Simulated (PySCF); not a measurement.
C3H12AlN.
Cartesian coordinates in Å at the PBE0-D3(BJ)/def2-SVP level; atoms count from 1:
```
atom  x, y, z in Å
C1    -0.3902   -0.8830    1.1736
N2    -0.1445   -0.0464   -0.0060
C3    -0.3303   -0.8253   -1.2351
C4    -1.0285    1.1240    0.0010
Al5    1.8246    0.6163    0.0584
H6    -1.4271   -1.2633    1.1765
H7    -0.2172   -0.2916    2.0829
H8     0.3083   -1.7307    1.1711
H9    -0.1136   -0.1908   -2.1051
H10   -1.3651   -1.2043   -1.3078
H11    0.3688   -1.6724   -1.2386
H12   -2.0892    0.8165   -0.0156
H13   -0.8370    1.7199    0.9038
H14   -0.8162    1.7463   -0.8787
H15    1.7976    1.4111    1.4576
H16    2.5896   -0.7993    0.0303
H17    1.8561    1.4972   -1.2880
```

Method used: core-valence-separated Tamm–Dancoff BHandHLYP/aug-pcX-1 (pcseg-1 on H, def2-SVPD on Al) in PySCF, non-relativistic, gas phase, PBE0-D3(BJ)/def2-SVP geometry. No empirical shift is added; at this level the pattern usually sits a few eV under experiment.

(1) List the carbon K-edge absorption lines.

(2) Give energies, oscillator strengths and core holes at the N K edge.

## Answers

(1) 
```json
{"E (eV)": "286.47", "f": "0.0747", "core hole on": "C1/C3/C4", "main final orbital": "LUMO (3 roots, f summed)"}
{"E (eV)": "287.17", "f": "0.0446", "core hole on": "C1/C3/C4", "main final orbital": "spread (3 roots, f summed)"}
{"E (eV)": "287.39", "f": "0.1090", "core hole on": "C1/C3/C4", "main final orbital": "spread (3 roots, f summed)"}
{"E (eV)": "287.45", "f": "0.1045", "core hole on": "C1/C3/C4", "main final orbital": "LUMO+5/LUMO+6 (3 roots, f summed)"}
{"E (eV)": "288.18", "f": "0.0079", "core hole on": "C1/C3/C4", "main final orbital": "LUMO/LUMO+1 (3 roots, f summed)"}
```

The first line with a tenth or more of the strongest one's intensity is at 286.47 eV (f = 0.075, sum of 3), with the hole on C1/C3/C4 (N-methyl carbon). The strongest listed is at 287.39 eV (f = 0.109, sum of 3; C1/C3/C4).

(2) 
```csv
E (eV),f,core hole on,main final orbital
402.47,0.0029,N2,LUMO (62 %)
402.54,0.0022,N2,spread
402.70,0.0655,N2,"LUMO+1/LUMO+2 (2 roots, f summed)"
403.47,0.0086,N2,LUMO+4 (61 %)
```

The first line with a tenth or more of the strongest one's intensity is at 402.70 eV (f = 0.066, sum of 2), with the hole on N2 (nitrogen bonded to Al and 3 C). It is also the strongest listed.

Roots within 0.03 eV whose holes lie on the same, on equivalent or on shared atoms are summed into one line, and the highest roots are left out, as the search may have cut off their partners. Final orbitals are the ground state's empty Kohn–Sham orbitals.

Problem. What are the wavelength and the wavenumber of the 287.39 eV line?

Solution. λ = 12398.42 eV Å/287.39 eV = 43.141 Å; 2.3180 × 10⁶ cm⁻¹.

The ionisation thresholds weren't computed; near and above them a finite basis only mimics Rydberg series and continuum.
